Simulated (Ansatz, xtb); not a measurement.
**Isomers of C6H5FO2 in order of energy**

7 gas-phase structures of C6H5FO2, from a drawn sample of its isomers (lower ones may exist). Each was relaxed with GFN2-xTB; where two conformers were screened, the lower at r2SCAN-D4/def2-SVP is listed:

A. `CC1=C(F)OC=CC1=O`, a singlet
B. `O=C1OC=CC=C1CF`, a singlet
C. `O=COC1=C(F)CC=C1`, a singlet
D. `CC1=CC(F)=COC1=O`, a singlet
E. `O=C(O)C1=CC=C(F)C1`, a singlet
F. `Cc1ccoc1C(=O)F`, a singlet
G. `CC1=COC(F)=CC1=O`, a singlet

**Question.** Which do you expect lowest at r2SCAN-D4/def2-SVP, and how would the others follow?

**Answer.** Calculated order at r2SCAN-D4/def2-SVP: F (0.0), E (6.7), B (9.7), D (9.9), G (12.2), A (12.4), C (32.1) kcal/mol. Less than 1 kcal/mol parts B and D; G and A, so the order within those pairs means little.

Energies above the lowest of each column, in kcal/mol; the last columns are at PBE0-D3(BJ)/def2-SVP geometries and were run for some of them only (a dash: not run or not comparable):

```json
{"structure": "F", "GFN2-xTB": "0.0", "HF/STO-3G": "0.0", "r2SCAN-D4/def2-SVP": "0.0", "PBE0-D3(BJ)/def2-SVP": "0.0", "CCSD(T)/def2-SVP + ΔMP2/def2-TZVPP": "0.0"}
{"structure": "E", "GFN2-xTB": "10.3", "HF/STO-3G": "18.7", "r2SCAN-D4/def2-SVP": "6.7", "PBE0-D3(BJ)/def2-SVP": "5.6", "CCSD(T)/def2-SVP + ΔMP2/def2-TZVPP": "3.4"}
{"structure": "B", "GFN2-xTB": "7.4", "HF/STO-3G": "15.5", "r2SCAN-D4/def2-SVP": "9.7", "PBE0-D3(BJ)/def2-SVP": "9.9", "CCSD(T)/def2-SVP + ΔMP2/def2-TZVPP": "7.8"}
{"structure": "D", "GFN2-xTB": "5.8", "HF/STO-3G": "10.9", "r2SCAN-D4/def2-SVP": "9.9", "PBE0-D3(BJ)/def2-SVP": "10.6", "CCSD(T)/def2-SVP + ΔMP2/def2-TZVPP": "10.3"}
{"structure": "G", "GFN2-xTB": "10.9", "HF/STO-3G": "9.9", "r2SCAN-D4/def2-SVP": "12.2", "PBE0-D3(BJ)/def2-SVP": "12.3", "CCSD(T)/def2-SVP + ΔMP2/def2-TZVPP": "–"}
{"structure": "A", "GFN2-xTB": "11.8", "HF/STO-3G": "10.3", "r2SCAN-D4/def2-SVP": "12.4", "PBE0-D3(BJ)/def2-SVP": "12.6", "CCSD(T)/def2-SVP + ΔMP2/def2-TZVPP": "–"}
{"structure": "C", "GFN2-xTB": "23.0", "HF/STO-3G": "26.5", "r2SCAN-D4/def2-SVP": "32.1", "PBE0-D3(BJ)/def2-SVP": "–", "CCSD(T)/def2-SVP + ΔMP2/def2-TZVPP": "–"}
```

Every level run on F puts it lowest or level with the lowest. Flexible structures stand in one conformer each, not always the lowest. Frequencies (GFN2-xTB) were run for B, D, E, F alone. ΔMP2 is the change of the MP2 energy from the smaller to the larger basis.

Over these structures GFN2-xTB departs from r2SCAN-D4/def2-SVP by 2.8 kcal/mol on average once a common shift is removed. A GFN2-xTB relaxation took about 0.066 s and the r2SCAN-D4/def2-SVP energy about 2.2 s on a shared host (Ansatz 0.2.0, xtb 6.7.1).
